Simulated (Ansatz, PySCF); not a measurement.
System: InH$_{2}$, charge 0, multiplicity 2. SMILES: [InH2]
Geometry: optimised at B3LYP-D3(BJ)/def2-TZVP (Ansatz, a quantum-chemistry and plane-wave program).

Unscaled harmonic wavenumbers (cm⁻¹) in rising order, each level at the stationary point that it reaches from this structure (no distance between atoms moves by over 0.3 Å); the order of modes can differ between levels, and a negative number is imaginary. B3LYP-D3(BJ)/def2-TZVP (PySCF, at the structure above): 603, 1558, 1632.

HF/3-21G (Ansatz): 657, 1739, 1754. Zero-point energy 5.9 against 5.4 kcal/mol; where all levels lie over 400 cm⁻¹, the wavenumbers are on average 1.094 times those of B3LYP-D3(BJ)/def2-TZVP.

B3LYP/6-31G* with LANL2DZ past Ar (Ansatz): 638, 1558, 1607. Zero-point energy 5.4 against 5.4 kcal/mol; where all levels lie over 400 cm⁻¹, the wavenumbers are on average 1.014 times those of B3LYP-D3(BJ)/def2-TZVP.
